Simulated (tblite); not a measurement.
Compound: C₆H₁₄BP.
Atom-mapped SMILES: `[CH3:1][B:2]([CH3:3])[P:4]1[CH2:5][CH2:6][C@@H:7]1[CH3:8]` (hydrogens: H9, H10, H11 on C1; H12, H13, H14 on C3; H15, H16 on C5; H17, H18 on C6; H19 on C7; H20, H21, H22 on C8)

Geometry (GFN2-xTB, Å), atoms numbered from 1 in this order:
```xyz
22
C6H14BP angstrom
C     -2.2374   -0.6266    0.9241
B     -1.3664    0.1269   -0.1559
C     -1.7373    1.6075   -0.5547
P     -0.0891   -0.8315   -1.1838
C      0.6651   -2.0270    0.0595
C      1.6904   -0.9833    0.5138
C      1.5830   -0.0582   -0.7071
C      1.7036    1.4286   -0.4458
H     -1.6580   -0.7900    1.8344
H     -3.1371   -0.0874    1.2143
H     -2.5354   -1.6169    0.5787
H     -1.0679    2.0634   -1.2810
H     -2.7389    1.6203   -0.9878
H     -1.7846    2.2617    0.3158
H      0.0054   -2.4177    0.8314
H      1.1322   -2.8657   -0.4581
H      2.6923   -1.3729    0.7061
H      1.3425   -0.4646    1.4090
H      2.3068   -0.3524   -1.4745
H      2.7165    1.6647   -0.1186
H      1.4962    1.9972   -1.3500
H      1.0080    1.7434    0.3292
```

Computed with GFN2-xTB (tblite): harmonic, unscaled wavenumbers at the GFN2-xTB geometry, gas phase. This tight-binding method is rough: wavenumbers can miss measured ones by several per cent, in bad cases by 10 to 20. One conformer, not necessarily the lowest.

Harmonic wavenumbers (cm⁻¹): 51.0, 87.5, 92.3, 112.4, 148.0, 181.6, 227.7, 249.1, 264.7, 296.5, 348.7, 416.4, 495.7, 540.8, 642.1, 717.0, 727.5, 795.5, 818.5, 853.7, 861.8, 899.9, 927.8, 990.8, 1021.7, 1032.8, 1064.3, 1122.2, 1134.3, 1142.7, 1156.1, 1204.2, 1218.4, 1265.7, 1317.7, 1383.4, 1389.2, 1404.7, 1453.2, 1482.4, 1484.0, 1486.7, 1490.6, 1493.8, 1495.5, 1505.1, 2918.2, 2954.0, 2972.5, 2979.9, 2983.2, 2986.1, 2998.2, 2998.4, 3004.6, 3007.9, 3023.9, 3026.1, 3030.4, 3032.8.

A = 2100, B = 1436, C = 1087 MHz; mass 128.093 u (most abundant isotopes); point group C1, symmetry number 1.

**Question.** What is the zero-point energy?

**Answer.** Half the sum of the wavenumbers: 41206 cm⁻¹ = 117.81 kcal/mol.

**Question.** Entropy at 273.15 K, 1 bar (ideal gas, RRHO, classical rotation)?

**Answer.** Translation 40.05, rotation 28.71, vibration 30.29: S = 99.0 cal/(mol K).

**Question.** And Cp and H(273.15 K) − H(0)?

**Answer.** Cp = 39.11 cal/(mol K), of which vibrations give 31.16 (their classical limit is 60 R = 119.2); H(273.15 K) − H(0) = 6.59 kcal/mol without the zero-point energy, 4.42 from vibrations.

**Question.** Which modes carry the vibrational entropy at 273.15 K?

**Answer.** 51.0 cm⁻¹: 4.61; 87.5 cm⁻¹: 3.54; 92.3 cm⁻¹: 3.44; 112.4 cm⁻¹: 3.06; 148.0 cm⁻¹: 2.53; 181.6 cm⁻¹: 2.15 cal/(mol K); the other 54 give 10.96 together.

**Question.** What must be added to the electronic energy to get the Gibbs energy at 273.15 K and 1 bar?

**Answer.** ZPE + [H(273.15 K) − H(0)] − T·S = 117.81 + 6.59 − 27.05 = 97.35 kcal/mol.

**Question.** Blend soft modes into free rotors: weight 1/[1 + (100 cm⁻¹/ν̃)⁴] for the oscillator and the rest for a rotor with moment μB/(μ + B), μ = h/(8π²ν), B = 10⁻⁴⁴ kg m². What vibrational entropy results?

**Answer.** 28.30 cal/(mol K) in place of 30.29, which changes −T·S at 273.15 K by +0.54 kcal/mol.

**Question.** How do the functions run with temperature in this model?

**Answer.** 
| T (K) | S (cal/(mol K)) | Cp (cal/(mol K)) | H − H(0) (kcal/mol) | G − H(0) (kcal/mol) | ln q(vib) |
| --- | --- | --- | --- | --- | --- |
| 100 | 70.4 | 21.0 | 1.39 | -5.65 | 1.83 |
| 200 | 88.2 | 31.3 | 4.02 | -13.62 | 4.90 |
| 300 | 102.9 | 42.1 | 7.68 | -23.18 | 7.90 |
| 500 | 129.4 | 62.7 | 18.24 | -46.45 | 13.73 |
| 800 | 163.8 | 83.6 | 40.44 | -90.58 | 22.08 |
| 1000 | 183.5 | 93.0 | 58.15 | -125.35 | 27.29 |

q(vib) and H(0) count from the zero-point level.

Hindered rotation and anharmonicity are outside this model. Other conformers, if any are populated, would add a mixing term that is left out. The structure is chiral; the term R ln 2 for an equal mix with its mirror image is left out.
